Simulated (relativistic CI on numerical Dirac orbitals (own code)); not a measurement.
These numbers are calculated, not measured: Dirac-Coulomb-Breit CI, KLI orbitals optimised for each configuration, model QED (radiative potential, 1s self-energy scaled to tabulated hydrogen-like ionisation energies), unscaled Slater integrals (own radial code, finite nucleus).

The strongest absorption lines from the ground level of an ion, among the configurations computed and to levels below about 2620 eV (vacuum wavelength in nm, gf): 0.47506 (0.18), 0.47586 (0.18), 1.4403 (0.92), 1.5123 (0.94), 2.6733 (0.79), 2.6798 (0.83), 2.6979 (0.58), 2.6994 (0.43).

Task: Which ion is it?
A. Hg⁶²⁺
B. Yb⁵⁰⁺
C. Hg⁶⁰⁺
D. Re⁵⁵⁺

Result: C. Hg⁶⁰⁺ has 20 electrons and the ground level 3s²3p⁶3d² ³F2; the strongest line goes to 3s²3p⁵3d³ ³F°2. The pattern of lines fixes the number of electrons, and along that sequence the line energies rise steadily with the charge (about as its square where n changes within one kind of shell, about linearly where n is kept but much faster in heavy ions where fine structure, which grows about as Z⁴, sets the gap, and irregularly where shells cross), which fixes Z. Configurations outside the model, such as inner-shell arrays, can give stronger lines. At this charge energies of transitions that change n are usually good to better than 1 %, and those within a shell (Δn = 0) to a few per cent.

LS names give the leading component of a level, which can be under half, so a name can repeat, a term be missing and a line seem to break the LS rules.
